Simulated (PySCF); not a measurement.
Predicted microwave data (PBE0/pcSseg-1 in PySCF (dipole) on a GFN2-xTB geometry, gas phase) for one isomer of C7H14OSi:

| Item | Value |
| --- | --- |
| Rotational constants | A = 2905, B = 505.3, C = 450.4 MHz |
| Dipole components | \|μa\| = 0.37 D, \|μb\| = 0.77 D, \|μc\| = 0.30 D |
| Inertial defect | -52.16 u·Å² |
| κ | -0.96 |

Problem. Which structure is it? (One computed conformer of each.)
A. `[CH2:1]=[CH:2]/[C:3](=[CH:4]\[CH2:5][O:6][SiH3:7])[CH2:8][CH3:9]` with C1–C2–C3–C4 177°, C3–C4–C5–O6 -177°, C4–C5–O6–Si7 175°, C2–C3–C8–C9 83°
B. `[CH2:1]=[C:2]([CH3:3])[C@@H:4]1[CH2:5][O:6][CH2:7][CH2:8][SiH2:9]1` with C1–C2–C4–C5 30°, C2–C4–C5–O6 -71°, C4–C5–O6–C7 -70°, C5–O6–C7–C8 72°, O6–C7–C8–Si9 -58°
C. `[CH3:1][CH2:2][C@@:3]1([SiH3:4])[CH2:5][C@H:6]1[C:7]([CH3:8])=[O:9]` with C1–C2–C3–Si4 61°, C5–C6–C7–C8 -163°
D. `[CH2:1]=[CH:2][CH2:3]/[C:4](=[CH:5]/[CH2:6][CH3:7])[O:8][SiH3:9]` with C1–C2–C3–C4 118°, C2–C3–C4–C5 99°, C4–C5–C6–C7 108°, C3–C4–O8–Si9 22°
E. `[CH3:1][CH2:2][C:3](=[O:4])/[CH:5]=[CH:6]/[SiH:7]([CH3:8])[CH3:9]` with C1–C2–C3–O4 1°, C2–C3–C5–C6 180°, C5–C6–Si7–C8 -173°
F. `[CH:1]#[C:2][C@:3]([CH3:4])([CH2:5][OH:6])[CH2:7][SiH2:8][CH3:9]` with C2–C3–C5–O6 180°, C3–C5–O6–H -66°, C2–C3–C7–Si8 168°, C3–C7–Si8–C9 -91°

Solution. A. It is C=C/C(=C\CO[SiH3])CC, a near-prolate asymmetric top, point group C1. The candidates at the same level (rigid rotor, commonest isotopes):

```json
{"SMILES": "CCC(=O)/C=C/[SiH](C)C", "A (MHz)": "3363", "B (MHz)": "486.9", "C (MHz)": "449.1", "μa (D)": "1.22", "μb (D)": "2.18", "μc (D)": "0.69", "Δ (u·Å²)": "-62.94", "point group": "C1", "rotor": "near-prolate asymmetric top"}
{"SMILES": "C=CC/C(=C/CC)O[SiH3]", "A (MHz)": "1719", "B (MHz)": "868.8", "C (MHz)": "676.4", "μa (D)": "0.79", "μb (D)": "0.57", "μc (D)": "0.13", "Δ (u·Å²)": "-128.53", "point group": "C1", "rotor": "asymmetric top"}
{"SMILES": "C#C[C@](C)(CO)C[SiH2]C", "A (MHz)": "2173", "B (MHz)": "858.6", "C (MHz)": "810.3", "μa (D)": "1.35", "μb (D)": "0.88", "μc (D)": "0.44", "Δ (u·Å²)": "-197.52", "point group": "C1", "rotor": "near-prolate asymmetric top"}
{"SMILES": "C=C/C(=C\\CO[SiH3])CC", "A (MHz)": "2905", "B (MHz)": "505.3", "C (MHz)": "450.4", "μa (D)": "0.37", "μb (D)": "0.77", "μc (D)": "0.30", "Δ (u·Å²)": "-52.16", "point group": "C1", "rotor": "near-prolate asymmetric top"}
{"SMILES": "C=C(C)[C@@H]1COCC[SiH2]1", "A (MHz)": "2048", "B (MHz)": "1143", "C (MHz)": "931.7", "μa (D)": "0.17", "μb (D)": "1.14", "μc (D)": "0.58", "Δ (u·Å²)": "-146.33", "point group": "C1", "rotor": "asymmetric top"}
{"SMILES": "CC[C@@]1([SiH3])C[C@H]1C(C)=O", "A (MHz)": "1921", "B (MHz)": "966.5", "C (MHz)": "867.8", "μa (D)": "1.11", "μb (D)": "1.20", "μc (D)": "1.44", "Δ (u·Å²)": "-203.69", "point group": "C1", "rotor": "asymmetric top"}
```

`C#C[C@](C)(CO)C[SiH2]C` has C 80 % too high; `CCC(=O)/C=C/[SiH](C)C` has A 16 % too high; `C=CC/C(=C/CC)O[SiH3]` has B 72 % too high; `CC[C@@]1([SiH3])C[C@H]1C(C)=O` has C 93 % too high; `C=C(C)[C@@H]1COCC[SiH2]1` has B 126 % too high. No structure here is proved a minimum.
